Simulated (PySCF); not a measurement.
## Frontier orbitals and the lowest excitations

Compound: C2H6FPSi2.
Z-matrix (Å and degrees, GFN2-xTB geometry), rows numbered from 1:
```
F 
Si  1  1.6162
C   2  1.8913  1  107.63
C   3  1.3302  2  119.67  1  -119.69
Si  4  1.8956  3  120.28  2     0.02
P   2  2.2365  1  109.58  3  -112.90
H   2  1.4566  1  103.39  3   121.55
H   3  1.0829  2  119.40  1    59.61
H   4  1.0827  3  120.52  2   179.00
H   5  1.4672  4  110.12  3  -117.11
H   5  1.4655  4  110.68  3   120.52
H   6  1.3826  2   94.34  1  -145.07
```

Method used: PySCF, TDDFT B3LYP/def2-SVPD, vertical, gas phase, core orbitals frozen in the response.

Frontier orbitals with the atoms that hold most of them (Löwdin shares over 4%, at most four atoms; ? is withheld):

| orbital | ε (eV) | atoms |
| --- | --- | --- |
| LUMO+2 | -0.05 | Si5 23%, P6 23%, Si2 15%, H12 8% |
| LUMO+1 | -0.63 | P6 28%, Si5 22%, Si2 16%, H12 7% |
| LUMO | ? | C4 33%, C3 30%, Si2 12%, Si5 6% |
| HOMO | -7.35 | ? |
| HOMO-1 | -8.19 | ? |
| HOMO-2 | -8.39 | C3 20%, P6 18%, C4 17%, Si2 14% |
| HOMO-3 | -8.65 | Si5 17%, P6 16%, Si2 14%, C3 11% |

Q: Which atoms hold the HOMO, and with what shares?

A: P6 (bonded to 2 Si and H) 64%; Si2 (bonded to C, F, P and H) 9%; Si5 (bonded to C, P and 2 H) 9%; H12 (bonded to P) 7%. By element: phosphorus 64%, silicon 18%, hydrogen 7% or more.

Q: Give the leading atoms of the HOMO-1.

A: C3 (bonded to C, Si and H) 30%; C4 (bonded to C, Si and H) 30%; Si5 (bonded to C, P and 2 H) 9%; P6 (bonded to 2 Si and H) 8%. By element: carbon 60%, silicon 9% or more, phosphorus 8%.

Q: What is the LUMO energy, and the HOMO–LUMO gap?

A: ε(LUMO) = -1.38 eV; the gap is 5.97 eV (0.2195 hartree).

Q: The HOMO–LUMO gap is 5.97 eV. Where does the response calculation put the lowest singlet, and from which orbitals?

A: S1 is at 5.06 eV (f = 0.0029), 0.91 eV below the gap, made of HOMO→LUMO (99%). Without the coupling terms of the response equations the lowest excitation would equal the gap.

Q: One configuration dominates each of S1, S2 and S3. Which, and how do the shares of the two leading atoms of either orbital change from the occupied to the empty one?

A: 
- S1 (5.06 eV, f 0.0029), HOMO→LUMO (99%): P6 64% → at most 7%, Si2 9% → 12%, C4 at most 7% → 33%, C3 at most 7% → 30%
- S2 (5.65 eV, f 0.0098), HOMO→LUMO+1 (92%): P6 64% → 28%, Si2 9% → 16%, Si5 9% → 22%
- S3 (5.78 eV, f 0.0009), HOMO-2→LUMO (77%): C3 20% → 30%, P6 18% → at most 7%, C4 17% → 33%

Löwdin shares depend on the basis, the more so with diffuse functions.

The run took 20 s wall on an Arm Neoverse V2 with one thread, no GPU, on a shared host, and the process peaked at 0.74 GiB of memory.
